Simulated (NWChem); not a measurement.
Molecule: InH, singlet; SMILES [InH]

```xyz
2

In     0.0000     0.0000    -0.0141
H      0.0000     0.0000    -1.8774
```
Atoms are numbered in this order, from 1.

Level: PBE0/def2-SVP with def2 effective core potentials on In (NWChem), optimised geometry, unscaled harmonic frequencies. Low-valent species are run as closed-shell singlets; no triplet was tried in these runs. def2 effective core potentials on In; no spin-orbit coupling.

```csv
frequency (cm⁻¹),IR intensity (km/mol)
1450,900.8
```

* **zero-point energy**: 2.1 kcal/mol
* **thermal correction to the enthalpy at 298.15 K (with zero-point energy)**: 4.1 kcal/mol
* **heat capacity Cv**: 5.1 cal/(mol K)
* **entropy at 298.15 K and 1 atm (symmetry number 1)**: 49.6 cal/(mol K)

Rigid rotor and harmonic oscillator.
